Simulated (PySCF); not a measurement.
**Zinc: a sound run and one with changed settings**

Sound run: Zn⁺ [Ar] 3d10 4s1, Zn²⁺ [Ar] 3d10. Calculation: PySCF 2.14, in aug-cc-pVDZ-PP with ECP10MDF (5s5p4d2f, 54 functions); scalar relativity through the core potential. In the sound run the correlated levels freeze 3s2 3p6 outside the core potential. The sound run starts from symmetry-adapted Hartree-Fock orbitals and uses a fine grid where one is needed.

Changed run: all electrons correlated in a basis built for the valence shell.

```
species  method  sound run (hartree)  changed run (hartree)  converged
    Zn⁺     MP2           -226.08436             -226.34556        yes
   Zn²⁺     MP2           -225.43469             -225.69307        yes
```

Ionisation energy of Zn⁺:

| method | sound run (eV) | changed run (eV) |
| --- | --- | --- |
| UHF | 16.801 | 16.801 |
| MP2 | 17.678 | 17.755 |
| SCS-MP2 | 17.534 | 17.578 |

A valence basis has no tight correlating functions, so it recovers only part of the core correlation, and not evenly between atom and ion.

For comparison, NIST gives 17.964 eV between the lowest levels.
